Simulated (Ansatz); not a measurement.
Basis-set extrapolation for CH6BFO2Si, SMILES `OCB(F)O[SiH3]` (PBE0-D4/def2-TZVP geometry, frozen core, the Gaussian-basis code of Ansatz). Multiplicity 1, RHF reference.

|  | def2-TZVPP | def2-QZVPP |
| --- | --- | --- |
| HF | -604.453150 | -604.477234 |
| MP2 correlation | -1.108574 | -1.198545 |
| CCSD(T) correlation | -1.185963 | not run |

Energies in hartree. Use E(X) = E(∞) + A·exp(−7.88·√X) for Hartree–Fock and E(X) = E(∞) + B·X^(−2.97) for correlation, with X = 3 and 4, and add CCSD(T) minus MP2 of the smaller set to the MP2 limit.

Question: What is the CCSD(T) energy at the basis-set limit?

Answer: HF limit: -604.477234 + (-0.024084) × 0.13774 = -604.48055. MP2 limit: -1.198545 + (-0.089971) × 0.74074 = -1.26519. Higher-order term: -1.185963 − (-1.108574) = -0.07739. Total: -605.82313 hartree, 483.1 kJ/mol below CCSD(T)/def2-TZVPP.
